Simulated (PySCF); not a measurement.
Compound: C₅H₅NOS.
Structure used (PBE0-D3(BJ)/def2-SVP), in Å, numbered top down from 1:
```xyz
13
C5H5NOS angstrom
C     -1.9273    0.0193    0.3966
C     -0.8322    0.6065   -0.4552
O     -1.0510    1.4592   -1.2867
C      0.5483    0.1011   -0.2312
C      0.9846   -0.8909    0.7002
N      2.2651   -1.1690    0.7121
S      3.0342   -0.2324   -0.4228
C      1.6327    0.5661   -0.9463
H     -2.8917    0.4372    0.0837
H     -1.9501   -1.0778    0.3088
H     -1.7511    0.2577    1.4579
H      0.3321   -1.4268    1.3960
H      1.6101    1.3262   -1.7279
```

Method: TDDFT CAM-B3LYP/def2-SVPD, vertical, gas phase, core orbitals frozen in the response (PySCF).

Ground-to-excited transition dipoles (e·a0, same axes as the geometry; the sign carries no meaning), for the states with f of 0.002 or more among the lowest 6:

| state | E (hartree) | μx | μy | μz |
| --- | --- | --- | --- | --- |
| S2 | 0.1983 | -1.278 | 0.195 | 0.076 |
| S3 | 0.2075 | 0.015 | 0.087 | 0.084 |
| S4 | 0.2124 | -0.192 | 0.001 | 0.042 |
| S6 | 0.2377 | 0.114 | -0.149 | 0.121 |

Task: Work out the oscillator strengths.

Result: f = (2/3) ΔE |μ|² with ΔE in hartree (27.2114 eV).

```json
{"state": "S2", "|μ|² (au)": "1.676", "|μ| (D)": "3.29", "f": "0.222"}
{"state": "S3", "|μ|² (au)": "0.015", "|μ| (D)": "0.31", "f": "0.002"}
{"state": "S4", "|μ|² (au)": "0.039", "|μ| (D)": "0.50", "f": "0.005"}
{"state": "S6", "|μ|² (au)": "0.050", "|μ| (D)": "0.57", "f": "0.008"}
```

Task: Which bond between heavy atoms lies closest to the direction of the S2 transition dipole?

Result: C5–N6, at 5° from it; next C2–C4 at 17°.

Task: What peak molar absorption coefficient would the strongest computed level give as a lone Gaussian band 0.5 eV wide at half height?

Result: ε(max) = 2.175×10⁸ f / FWHM, with the width in cm⁻¹. S2: 2.175×10⁸ × 0.2216 / 4033 ≈ 12000 L mol⁻¹ cm⁻¹.

One conformer stands for the species.
